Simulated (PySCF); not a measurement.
**Si²⁺ (silicon, charge +2) across methods**

[Ne] 3d2, high-spin 3F determinant (an excited configuration). Calculation: PySCF 2.14, in aug-cc-pCVQZ-DK (10s9p7d5f3g, 134 functions); the spin-free X2C one-electron Hamiltonian (Gaussian nucleus).

```tsv
method	E (hartree)	mean ε 2p α (eV)	mean ε 2p β (eV)	mean ε 3d α (eV)	Σ⟨r²⟩ (bohr²)	⟨S²⟩
PBE	-287.6757	-124.57	-124.41	-14.611	19.48	2.000
UHF	-287.30268	-145.42	-145.27	-16.708	20.81	2.000
r2SCAN	-287.7798	-126.77	-126.63	-14.529	19.71	2.000
PBE0	-287.6822	-130.09	-129.93	-15.226	19.73	2.000
M06	-287.8129	-130.79	-130.69	-15.111	20.07	2.000
LDA	-286.6285	-124.65	-124.48	-14.390	19.55	2.000
TPSS	-287.8393	-125.16	-125.01	-14.573	19.56	2.000
r2SCAN0	-287.7605	-131.64	-131.50	-15.136	19.89	2.000
```

The outer electron is Rydberg-like, and this basis confines it to a smaller radius and binds it less than a complete one would.
